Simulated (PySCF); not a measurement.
# One molecule, several mistakes: CGeH6NSi

Calculated results; nothing here was measured. They come from PySCF 2.14.0, an open-source quantum chemistry program, on an isolated molecule that a program drew, which may never have been made. The molecule is CGeH6NSi (charge 0, doublet), drawn as the SMILES string `N[SiH][CH]=[GeH2]`.

Each row is a Hartree-Fock (HF) and frozen-core CCSD(T) single point in the cc-pV(D+d)Z basis, meant for a local HF minimum. Run 1 is clean. Each other run has one planted mistake out of seven kinds, and not every kind appears here: one electron removed, one electron added, multiplicity raised by two, geometry at a saddle point, minimal basis STO-3G, one bond length entered in bohr, all coordinates scaled. The reference is restricted for singlets and unrestricted otherwise, and also for a bond in bohr. Adding or removing an electron swaps singlet and doublet. Electrons count all cores. HOMO and LUMO are orbital energies over both spins, the gradient is its largest component, and the lowest frequency (negative if imaginary) is given only where the gradient is small. Bond lengths are over the 9 bonds as drawn. T1 is the CCSD diagnostic: over 0.02 (restricted) or 0.045 (unrestricted) a single reference is doubtful. Germanium has the cc-pVDZ-PP basis, with a core potential (ECP10MDF) in place of its 10 inner electrons, and its 3s, 3p and 3d shells are frozen in CCSD(T).

Geometry of the clean run:
```xyz
10
CGeH6NSi, angstrom
N     0.7129    2.1653    0.3674
Si    1.4121    0.8908    1.2170
C     0.8445   -0.7076    1.3049
Ge   -0.7704   -1.4140    0.5625
H     1.1066    3.0842    0.3427
H    -0.1054    2.0732   -0.2017
H     2.6161    1.3825    1.9030
H     1.4349   -1.3882    1.9129
H    -1.3637   -0.4342   -0.4775
H    -0.5702   -2.7883   -0.1078
```

```
run  electrons  basis functions  <S^2>  HOMO (eV)  LUMO (eV)  gradient (hartree/bohr)  lowest frequency (cm^-1)  mean bond (Å)  longest bond (Å)      T1  HF (hartree)  CCSD(T) (hartree)                     mistake
  1         65              104  0.777      -6.91       1.71                  3.5e-05                       108         1.4381             1.913  0.0167    -678.07474         -678.62500                    no fault
  2         66              104  0.000       0.04       7.82                  5.5e-02                         -         1.4381             1.913  0.0159    -678.03988         -678.62368          one electron added
  3         65              104  0.839      -6.98       1.42                  4.2e-02                         -         1.5143             2.014  0.0244    -678.04924         -678.61161      all coordinates scaled
  4         65              104  3.780      -4.39       0.08                  1.0e-01                         -         1.4381             1.913  0.0179    -677.95940         -678.47685  multiplicity raised by two
  5         64              104  0.000     -13.97      -5.36                  6.7e-02                         -         1.4381             1.913  0.0234    -677.84426         -678.39403                           ?
  6         65              104  1.561      -7.07       1.04                  1.0e-02                         -         1.5834             2.779  0.0443    -677.95924         -678.50207                           ?
```

**Which mistake was planted in run 5, and what did it cost?**

It counts 64 electrons, one fewer than the clean run, at the same geometry and basis. So the mistake is: one electron removed. Subtracting run 1 and multiplying by 627.51 kcal/mol a hartree, the energy moved by 144.6 kcal/mol in HF and 144.9 kcal/mol in CCSD(T).

**Which mistake was planted in run 6, and what did it cost?**

The mean bond changes by a factor of 1.101 and the longest by 1.453, so the molecule wasn't scaled as a whole. A length L in bohr read as angstrom grows by (1/0.5292 - 1) L = 0.890 L. The 9 bonds together grew by 9 x 0.1453 = 1.308 Å, which gives L = 1.470 Å. That is bond Si2-H7, 1.470 Å in the clean geometry. So the mistake is: one bond length entered in bohr. Subtracting run 1 and multiplying by 627.51 kcal/mol a hartree, the energy moved by 72.5 kcal/mol in HF and 77.1 kcal/mol in CCSD(T).

Cautions from the logs. Run 2: the HOMO is above zero, so the electron isn't bound and the energy depends on the basis; run 5: T1 is over the limit, so its CCSD(T) energy is less reliable.
